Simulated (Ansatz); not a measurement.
Ansatz (a quantum-chemistry and plane-wave program) input (CCSD(T)/aug-cc-pV(D+d)Z):
A basis named .json is the Basis Set Exchange file of that set.

Ansatz 0.2 input:
```yaml
crystal:
  periodic: [false, false, false]
  atoms:
    - {symbol: N, position_ang: [-0.27340706, -0.50829171, 1.63165437]}
    - {symbol: Si, position_ang: [-0.04455512, -0.01683988, 0.07924591]}
    - {symbol: O, position_ang: [1.55635475, -0.41356845, -0.30513611]}
    - {symbol: O, position_ang: [-0.24018252, 1.61988951, -0.30230777]}
    - {symbol: O, position_ang: [-0.95616579, -0.64786400, -1.19874924]}
    - {symbol: H, position_ang: [-1.19982292, -0.39948419, 2.02912742]}
    - {symbol: H, position_ang: [1.91272201, -0.78219007, 0.51017219]}
    - {symbol: H, position_ang: [-0.09603687, 2.11366343, 0.50908210]}
    - {symbol: H, position_ang: [-0.95929248, -1.60584526, -1.12985991]}
basis:
  gaussian:
    orbitals: aug-cc-pV_D+d_Z.json
total_charge: -1
magnetization: {spin_polarized: false}
correlation: {method: ccsd_t, electrons: outside_noble_gas}
output: {forces: true}
```

End of the output:

```
reference -15524.70065842 eV, -570.5222261769 hartree; 16, 16 occupied and 135, 135 virtual orbitals, 1567 factors
densities: 7.18 GiB planned
second order -24.74080200 eV of doubles, -0.00000000 eV of singles
coupled cluster: 2.74 GiB planned
cycle   1  -24.48449026 eV  change    2.6e-1 eV  update   1.3e-1
cycle   2  -25.04623059 eV  change   -5.6e-1 eV  update   3.6e-2
cycle   3  -25.20419289 eV  change   -1.6e-1 eV  update   2.0e-2
cycle   4  -25.19790978 eV  change    6.3e-3 eV  update   4.9e-3
cycle   5  -25.19213736 eV  change    5.8e-3 eV  update   2.9e-3
cycle   6  -25.19318457 eV  change   -1.0e-3 eV  update   1.2e-3
cycle   7  -25.19350290 eV  change   -3.2e-4 eV  update   5.4e-4
cycle   8  -25.19323756 eV  change    2.7e-4 eV  update   2.4e-4
cycle   9  -25.19315683 eV  change    8.1e-5 eV  update   7.8e-5
cycle  10  -25.19324739 eV  change   -9.1e-5 eV  update   3.4e-5
cycle  11  -25.19319776 eV  change    5.0e-5 eV  update   1.3e-5
cycle  12  -25.19320044 eV  change   -2.7e-6 eV  update   6.2e-6
perturbative correction -0.82354067 eV, -0.0302645615 hartree
the calculation of the forces begins
0.96 GiB of device memory are held for the factors and their scratch space
Total energy: -15550.71739953 eV, -571.4783237779 hartree
Atom 0 at    -0.273407    -0.508292     1.631654 Å, force     0.307182    -0.307484     0.619253 eV/Å
Atom 1 at    -0.044555    -0.016840     0.079246 Å, force    -0.102421    -0.028085     0.090404 eV/Å
Atom 2 at     1.556355    -0.413568    -0.305136 Å, force     0.479000    -0.052334    -0.335587 eV/Å
Atom 3 at    -0.240183     1.619890    -0.302308 Å, force    -0.125392     0.428335    -0.420709 eV/Å
Atom 4 at    -0.956166    -0.647864    -1.198749 Å, force    -0.295377     0.102338    -0.525346 eV/Å
Atom 5 at    -1.199823    -0.399484     2.029127 Å, force    -0.418039     0.042255     0.190328 eV/Å
Atom 6 at     1.912722    -0.782190     0.510172 Å, force     0.133032    -0.096621     0.177365 eV/Å
Atom 7 at    -0.096037     2.113663     0.509082 Å, force     0.028530     0.135537     0.182770 eV/Å
Atom 8 at    -0.959292    -1.605845    -1.129860 Å, force    -0.006515    -0.223941     0.021523 eV/Å
Dipole moment:    -0.010105     0.034729    -0.195025 e Å
```

It need not be the lowest isomer of its formula. Whether it binds its extra electron was not tested at this geometry.
